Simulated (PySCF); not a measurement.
**I, SMILES `[I]` (charge 0, multiplicity 2)**

These are PySCF with ωB97X-D3(BJ)/def2-TZVP values and carry that method's errors.

```yaml
highest_occupied_spin_orbital: -10.26 eV
dipole_moment: 0.000 e·Å
total_energy: -297.7653 Ha
cost: roughly 2.5 core-seconds
```

```xyz
1

I      0.0000     0.0000     0.0000
```
Charge 0, spin multiplicity 2.
